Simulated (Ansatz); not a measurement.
Reactions of C$_{2}$H$_{3}$FSi, SMILES `FC#C[SiH3]`.

Calculated with Ansatz (gas phase, PBE0-D4/def2-TZVP geometries, no zero-point term in ΔE). CCSD(T)/CBS is the MP2 limit (def2-TZVPP, def2-QZVPP) plus CCSD(T) − MP2 in def2-TZVPP, frozen cores. This one scheme is used for every species. DFT in def2-TZVPP. B3LYP here is the variant with VWN-RPA as its local correlation; programs differ in this. One conformer a species, not always the lowest.

```
                                                              reaction  CCSD/CBS(def2) (kJ/mol)  B3LYP-D4 (kJ/mol)
                   `FC#C[SiH3]` + `[SiH3]S` → `[SiH3]C#CS[SiH3]` + H–F                     -103                -98
                                      `FC#C[SiH3]` → `C#CF` + `[SiH2]`                      274                275
`FC#C[SiH3]` + `F[C@H]1C[Si@@H]1F` → `F[C@H]1C[Si@H]1[SiH3]` + `FC#CF`                      323                303
                                           `FC#C[SiH3]` → `C#C[SiH2]F`                     -274               -255
                                          `FC#C[SiH3]` → `F[SiH]1C=C1`                     -244               -227
   `FC#C[SiH3]` + `O[Si](Cl)(Cl)Cl` → `[SiH3]O[Si](Cl)(Cl)Cl` + `C#CF`                      -66                -65
```

Task: Give the CCSD(T)/CBS values in the same order. (An estimate is asked.)

Result: The calculation gave: -108, 279, 319, -272, -243, -63 kJ/mol.

Largest T1 diagnostic: 0.014, for `[SiH2]`.
